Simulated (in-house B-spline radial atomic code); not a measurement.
Configurations of P+, with energies counted from [Ne] 3s2 3p2. Level of theory: scalar-relativistic (X2C) LDA PW92, spin-polarised, spherical fractional occupations, Fermi nucleus of rms radius 3.1889 fm; calculated with a B-spline radial code for spherical atoms. Shells without spins written out take the highest spin.

Occupations are held fixed; configurations that lie above the ionisation limit could autoionise.

```
                                                  configuration  E - E(ref) (eV)  highest orbital  its <r> (bohr)
                                               [Ne] 3s2 3p1 4s1           10.595            4s up           4.624
                                               [Ne] 3s1 3p2 4p1           19.548            4p up           5.359
        [Ne] 3s(1 up, 0 down) 3p(0 up, 2 down) 3d(0 up, 1 down)           20.226          3d down           3.138
                                               [Ne] 3s1 3p2 4d1           22.128            4d up           7.441
                                               [Ne] 3s1 3p2 4f1           23.291            4f up           8.321
[He] 2s2 2p(3 up, 2 down) 3s2 3p(2 up, 0 down) 4p(1 up, 0 down)            143.5            4p up           5.141
                                       [He] 2s2 2p5 3s2 3p2 4f1           147.55            4f up           8.416
```

Q: Order these further configurations by energy, lowest first.
A. [Ne] 3s2 3p(0 up, 1 down) 3d(0 up, 1 down)
B. [Ne] 3s2 3p1 4p1
C. [Ne] 3s2 3p1 4d1
D. [He] 2s2 2p5 3s2 3p3
E. [Ne] 3s2 3p(1 up, 1 down)

A: E (0.89729 eV), A (10.912 eV), B (12.657 eV), C (15.193 eV), D (128.07 eV).

Q: How far above the reference does [Ne] 3s(0 up, 1 down) 3p(1 up, 1 down) 4s(1 up, 0 down) lie?

A: 20.206 eV; its least bound orbital is 4s up with <r> = 4.637 bohr.

Q: How far above the reference does [Ne] 3s1 3p3 lie?

A: 5.9004 eV; its least bound orbital is 3p up with <r> = 2.067 bohr.
